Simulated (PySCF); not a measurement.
## Two-component Hartree-Fock for Bi⁵²⁺ (bismuth, charge +52)

Start: [Ar] 3d10 4s2 4p1; 4p3/2 filled at m_j = +3/2. Calculated with PySCF 2.14 in an even-tempered Gaussian basis (16 s from 8 bohr⁻², ratio 2.8; 13 p from 10 bohr⁻², ratio 2.8; 8 d from 18 bohr⁻², ratio 2.8; 4 f from 43 bohr⁻², ratio 3): generalised Hartree-Fock with the X2C-1e Hamiltonian and a Gaussian nucleus; one run each with spin-orbit coupling (SO) screened by Boettger's factors, then bare. This is a chosen level, not necessarily the ground level.

| spinor shell | electrons | ε, screened SO (eV) | ε, bare SO (eV) | weight of nominal j (bare SO) | rms radius, bare SO (bohr) |
| --- | --- | --- | --- | --- | --- |
| 1s1/2 | 2 | -93924.7 | -93922.3 | 1.000 | 0.0178 |
| 2s1/2 | 2 | -19370.1 | -19369.4 | 1.000 | 0.0717 |
| 2p1/2 | 2 | -18707.8 | -18760.1 | 1.000 | 0.0603 |
| 3s1/2 | 2 | -6765.5 | -6765.3 | 1.000 | 0.181 |
| 3p1/2 | 2 | -6474.5 | -6486.7 | 1.000 | 0.172 |
| 3p3/2 | 4 | -5922.4 | -5918.8 | 1.000 | 0.188 |
| 3d3/2 | 4 | -5470.6 | -5480.7 | 1.000 | 0.162 |
| 3d5/2 | 6 | -5353.1 | -5346.9 | 1.000 | 0.167 |
| 4s1/2 | 2 | -3245.2 | -3245.2 | 1.000 | 0.375 |
| 4p3/2 | 1 | -2961.3 | -2960.1 | 1.000 | 0.383 |

Question: Where does 2p3/2 lie, and what is the 2p spin-orbit splitting (bare SO)?

Answer: At -16360.3 eV, 2399.8 eV above 2p1/2.

```json
{"quantity": "E (hartree)", "screened SO": "-19490.70494", "bare SO": "-19492.97774"}
{"quantity": "M_J", "screened SO": "3/2", "bare SO": "3/2"}
{"quantity": "⟨J²⟩", "screened SO": "3.751", "bare SO": "3.751"}
{"quantity": "⟨L²⟩", "screened SO": "2.098", "bare SO": "2.105"}
{"quantity": "⟨S²⟩", "screened SO": "0.848", "bare SO": "0.855"}
```

Each row is a mean over spinors that exchange with the open shell spreads, by up to 15.146 eV (4s1/2).

Breit and QED terms are absent; they matter most for the inner s and p1/2 levels.

Densities and radii are taken from the X2C orbitals without a picture-change correction, which distorts them close to the nucleus.
